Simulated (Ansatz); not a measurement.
Conformers of C$_{3}$H$_{9}$AlO$_{2}$ (`C[CH](C)[Al]([OH])[OH]`), each relaxed with PBE0-D4/def2-TZVP in Ansatz. CBS adds the triple-zeta coupled-cluster correction to the MP2 limit.

Not all of them had a frequency check.

Conformer A:

Cartesian coordinates in Å:
```
C 1.583 0.666 0.358
C 0.107 0.354 0.608
C -0.033 -0.885 1.498
Al -0.891 0.144 -1.060
O -2.318 1.032 -1.304
O -0.286 -0.950 -2.210
H 2.070 -0.130 -0.213
H 1.725 1.599 -0.195
H 2.128 0.764 1.305
H -0.344 1.204 1.136
H 0.367 -1.778 1.008
H 0.523 -0.758 2.435
H -1.073 -1.094 1.765
H -2.875 0.984 -2.078
H -0.683 -1.152 -3.054
```

Conformer B:

Cartesian coordinates in Å:
```
C 1.254 1.226 -0.169
C 0.182 0.230 -0.613
C 0.802 -1.057 -1.158
Al -1.159 -0.104 0.770
O -1.454 1.103 1.928
O -2.001 -1.579 0.748
H 0.824 2.160 0.198
H 1.931 1.470 -0.997
H 1.871 0.816 0.637
H -0.381 0.698 -1.435
H 1.399 -1.567 -0.396
H 1.472 -0.845 -2.000
H 0.046 -1.767 -1.503
H -2.098 1.055 2.631
H -2.688 -1.838 1.358
```

(1) Which is lowest in electronic energy at CCSD(T)/CBS (frozen core, def2 sets), and by how much? (An estimate is asked.)

(2) Give the energies relative to B (kJ/mol) with PBE0-D4/def2-TZVPP, B2PLYP/def2-TZVPP, HF/def2-TZVPP, SCS-MP2/def2-TZVPP, CCSD(T)/def2-TZVPP, MP2/def2-QZVPP, HF/CBS(def2). (An estimate is asked.)

## Answers

(1) The calculation gave: B; A lies 1.8 kJ/mol higher. Gaps under about 2 kJ/mol don't settle the order.

(2) The calculation gave: 
| level | A |
| --- | --- |
| PBE0-D4/def2-TZVPP | 1.3 |
| B2PLYP/def2-TZVPP | 1.2 |
| HF/def2-TZVPP | 1.5 |
| SCS-MP2/def2-TZVPP | 1.2 |
| CCSD(T)/def2-TZVPP | 1.3 |
| MP2/def2-QZVPP | 1.5 |
| HF/CBS(def2) | 1.5 |
